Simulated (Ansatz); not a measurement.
C2H4AlFS, relaxed with RKS PBE-D4/def2-SVP in Ansatz from a rough embedded geometry. The force threshold is 0.03 eV/Å; the program also tests the step.

Charge 0, multiplicity 1. The bonds changed during the relaxation, so this is another structure than the one it started from.

Start:

```xyz
9

F    -1.851    0.418   -0.018
C    -0.559    0.088    0.215
S    -0.167   -0.345    1.909
C     0.412    1.074   -0.384
Al    0.484   -0.801   -1.199
H    -0.966   -1.501    1.911
H     1.291    1.352    0.197
H    -0.070    1.813   -1.067
H     1.426   -2.098   -1.563
```

(1) How much energy does the relaxation release, and in how many steps? (An estimate is asked.)

(2) Which bonds change most? (Best estimate.)

(3) Give the relaxed structure. (An estimate is asked.)

Answers

(1) The calculation gave: 0.75 eV, in 9 steps, 1 of them rejected.

(2) The calculation gave: S3–Al5 from 3.208 to 2.462 Å; C2–S3 from 1.792 to 1.943 Å; C4–Al5 from 2.046 to 1.984 Å; Al5–H9 from 1.644 to 1.586 Å.

(3) Ansatz gave: 
```xyz
9

F    -1.946    0.737    0.275
C    -0.720    0.202    0.050
S     0.035   -0.655    1.621
C     0.449    1.070   -0.413
Al    0.667   -0.873   -0.749
H    -0.871   -1.679    1.694
H     0.972    1.745    0.298
H     0.155    1.623   -1.329
H     1.258   -2.169   -1.446
```
